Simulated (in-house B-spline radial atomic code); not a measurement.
# Ionising N²⁺ with different functionals

Computed with an all-electron radial atomic-structure program (B-spline basis): non-relativistic Hamiltonian, point nucleus, spin-polarised at highest spin, spherical fractional occupations for the functionals, and exact exchange of hybrids averaged over the configuration. The ionisation energy is the difference of two self-consistent energies, [He] 2s2 2p1 → [He] 2s2, without Breit or QED terms; ε is the level of the shell that loses the electron (its least bound occupied spin orbital).

| method | rung | ΔSCF (eV) | -ε(2p) (eV) |
| --- | --- | --- | --- |
| PBE0 | global hybrid | 47.75 | 41.03 |
| B3LYP | global hybrid | 47.97 | 40.72 |
| TPSSh | global hybrid | 47.55 | 39.54 |
| M06-2X | global hybrid | 48.19 | 43.87 |
| BHandHLYP | global hybrid | 47.91 | 43.56 |
| r2SCAN0 | global hybrid | 47.52 | 41.08 |
| B97-1 | global hybrid | 47.65 | 40.54 |
| HSE06 | range-separated hybrid | 47.77 | 40.64 |
| wB97X | range-separated hybrid | 47.51 | 43.56 |
| CAM-B3LYP | range-separated hybrid | 47.96 | 42.71 |
| LC-wPBE | range-separated hybrid | 47.90 | 44.07 |

Among the functionals, which spreads more, the ΔSCF values or the orbital energies?

The orbital energies: ΔSCF values span about 0.68 eV and the orbital energies 4.53 eV; here energy differences depend much less on the functional than eigenvalues do.

How do they compare with the NIST value?

NIST lists 47.445 eV ± 0.0025 (semi-empirical, ground level to ground level). Errors run from +0.06 to +0.74 eV; wB97X is closest (+0.06 eV), but part of that can be cancellation, since the calculations leave out relativity, Breit-QED terms, multiplet and fine-structure energies.
